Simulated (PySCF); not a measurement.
Isomers of C5H9NSi, mass 111.050 u with the commonest isotopes. Theory: PBE0-D3(BJ)/def2-SVP geometry optimisation, gas phase in PySCF 2.14.0. One conformer each, none proved a minimum here; rigid rotors.

Task: Order these by rotational constant A, largest first.
A. `[CH:1]#[C:2][Si@H:3]([NH2:4])[CH2:5][CH:6]=[CH2:7]` with C2–Si3–N4–H 57° and -162°, C2–Si3–C5–C6 175°, Si3–C5–C6–C7 -101°
B. `[CH:1]#[C:2][C@@H:3]1[CH2:4][CH2:5][Si@@H:6]1[NH2:7]` with C5–Si6–N7–H -56° and 157°, C2–C3–C4–C5 -86°, C3–C4–C5–Si6 -24°, C4–C5–Si6–N7 139°, C2–C3–Si6–C5 95°
C. `[CH2:1]=[N:2][SiH:3]1[CH2:4][CH:5]=[CH:6][CH2:7]1` with C1–N2–Si3–C4 -128°

Result: C (4959 MHz), A (4647 MHz), B (2739 MHz).

Task: Order these by rotational constant C, smallest first.
A. `[CH:1]#[C:2][C@@H:3]1[CH2:4][C@@H:5]1[SiH2:6][NH2:7]` with C4–C5–Si6–N7 -137°, C5–Si6–N7–H -163° and 60°
B. `[CH2:1]=[N:2][SiH:3]1[CH2:4][CH:5]=[CH:6][CH2:7]1` with C1–N2–Si3–C4 -128°
C. `[CH:1]#[C:2][Si@H:3]([NH2:4])[CH2:5][CH:6]=[CH2:7]` with C2–Si3–N4–H 57° and -162°, C2–Si3–C5–C6 175°, Si3–C5–C6–C7 -101°
D. `[CH:1]#[C:2][C@@H:3]1[CH2:4][CH2:5][Si@@H:6]1[NH2:7]` with C5–Si6–N7–H -56° and 157°, C2–C3–C4–C5 -86°, C3–C4–C5–Si6 -24°, C4–C5–Si6–N7 139°, C2–C3–Si6–C5 95°

Result: C (1009 MHz), B (1271 MHz), A (1297 MHz), D (1448 MHz).

Task: Order these by out-of-plane moment Σ m c² = (Ia + Ib − Ic)/2, largest first.
A. `[CH2:1]=[N:2][SiH:3]1[CH2:4][CH:5]=[CH:6][CH2:7]1` with C1–N2–Si3–C4 -128°
B. `[CH:1]#[C:2][Si@H:3]([NH2:4])[CH2:5][CH:6]=[CH2:7]` with C2–Si3–N4–H 57° and -162°, C2–Si3–C5–C6 175°, Si3–C5–C6–C7 -101°
C. `[CH:1]#[C:2][C@@H:3]1[CH2:4][CH2:5][Si@@H:6]1[NH2:7]` with C5–Si6–N7–H -56° and 157°, C2–C3–C4–C5 -86°, C3–C4–C5–Si6 -24°, C4–C5–Si6–N7 139°, C2–C3–Si6–C5 95°
D. `[CH:1]#[C:2][C@@H:3]1[CH2:4][C@@H:5]1[SiH2:6][NH2:7]` with C4–C5–Si6–N7 -137°, C5–Si6–N7–H -163° and 60°

Result: C (37.17 u·Å²), D (29.57 u·Å²), B (25.76 u·Å²), A (23.16 u·Å²).

| SMILES | point group | Ia (u·Å²) | Ib (u·Å²) | Ic (u·Å²) | κ | μa (D) | μb (D) | μc (D) |
| --- | --- | --- | --- | --- | --- | --- | --- | --- |
| C#C[C@@H]1CC[Si@@H]1N | C1 | 184.52 | 238.81 | 349.00 | 0.04 | 0.62 | 0.86 | 0.08 |
| C#C[Si@H](N)CC=C | C1 | 108.76 | 443.78 | 501.01 | -0.93 | 0.12 | 0.67 | 0.03 |
| C#C[C@@H]1C[C@@H]1[SiH2]N | C1 | 183.57 | 265.14 | 389.57 | -0.16 | 0.07 | 0.40 | 0.27 |
| C=N[SiH]1CC=CC1 | Cs | 101.91 | 342.19 | 397.78 | -0.89 | 0.66 | 0.02 | 0.76 |
